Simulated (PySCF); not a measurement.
# Continuum solvent and chemical shifts

Mapped SMILES: `[CH3:1][N:2]=[P:3]1([NH:4][CH3:5])[CH:6]=[CH:7][CH:8]=[CH:9]1`; H(Xn) means a hydrogen on atom n.

GIAO PBE0/pcSseg-1 in PySCF 2.14 on one PBE0-D3(BJ)/def2-SVP conformer, non-relativistic, equivalent nuclei averaged. Solvents enter as an IEF-PCM continuum (chloroform with ε = 4.7, methanol with ε = 32.6) around the gas-phase geometry. Shifts are referred to TMS computed in the same medium.

Gas phase, δ in ppm: C7/C8 145.1, C6/C9 136.4, C1 33.8, C5 23.9, H(C7)/H(C8) 6.65, H(C6)/H(C9) 6.06, H(C1) 2.97, H(C5) 2.74, H(N4) 1.00. Dipole moment 3.24 D.

Question: How does each δ change in the continuum?

Answer: 
```json
{"atoms": "C7/C8", "environment": "alkene CH", "Δδ, chloroform": "+2.9", "Δδ, methanol": "+4.2"}
{"atoms": "C6/C9", "environment": "alkene CH", "Δδ, chloroform": "+0.3", "Δδ, methanol": "+0.2"}
{"atoms": "C1", "environment": "methyl carbon bonded to N", "Δδ, chloroform": "+0.2", "Δδ, methanol": "+0.3"}
{"atoms": "C5", "environment": "methyl carbon bonded to N", "Δδ, chloroform": "+0.6", "Δδ, methanol": "+0.8"}
{"atoms": "H(C7)/H(C8)", "environment": "hydrogen on an alkene CH", "Δδ, chloroform": "+0.22", "Δδ, methanol": "+0.32"}
{"atoms": "H(C6)/H(C9)", "environment": "hydrogen on an alkene CH", "Δδ, chloroform": "+0.11", "Δδ, methanol": "+0.14"}
{"atoms": "H(C1)", "environment": "hydrogen on a methyl carbon bonded to N", "Δδ, chloroform": "-0.03", "Δδ, methanol": "-0.03"}
{"atoms": "H(C5)", "environment": "hydrogen on a methyl carbon bonded to N", "Δδ, chloroform": "-0.01", "Δδ, methanol": "-0.02"}
{"atoms": "H(N4)", "environment": "hydrogen on a nitrogen bonded to C, P", "Δδ, chloroform": "+0.48", "Δδ, methanol": "+0.68"}
```

Changes are relative to the gas phase. The dipole moment becomes 4.19 D in chloroform, 4.65 D in methanol.

Question: Which nuclei move most (in ppm), and what does the model miss?

Answer: C7/C8 (alkene CH, +4.2 ppm) in methanol. A continuum only polarises the solute; specific hydrogen bonds, the anisotropy of aromatic solvents and changes of geometry or conformer are outside it.
